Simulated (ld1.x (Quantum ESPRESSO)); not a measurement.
**Configuration tests for N (RRKJ)**

* Element: N (Z = 7)
* Generator: ld1.x (Quantum ESPRESSO) 7.5
* Type: norm-conserving RRKJ (Kleinman–Bylander form)
* Functional: PBEsol
* Relativity: scalar-relativistic
* Frozen core: [He]
* Valence charge: 5
* Reference configuration: 2s1.5 2p3.5
* Partial waves: 2s (bound): rc 1.10 bohr; 3d channel at -0.15 Ry: rc 1.85 bohr; 2p (bound): rc 1.70 bohr
* Local potential: the p channel
* Core correction: Bessel-smoothed model core inside 1.05 bohr

Energies are relative to the spin-unpolarised reference configuration 2s1.5 2p3.5; without spin polarisation the order of configurations can differ from experiment.

```csv
valence configuration,charge,ΔE all-electron (eV),error AE − PS (meV)
2s2 2p2,+1,7.807,+26
2s2 2p1,+2,36.545,+195
2s2 2p0,+3,83.429,+887
2s1 2p0,+4,160.946,+1597
2s2 2p2.5,+0.5,-0.651,+8.3
2s0 2p5,0,17.182,+7.2
```

What are ΔE and the potential's error for 2s2 2p3?

ΔE = -5.714 eV all-electron; the error (AE − PS) is +0.7 meV.
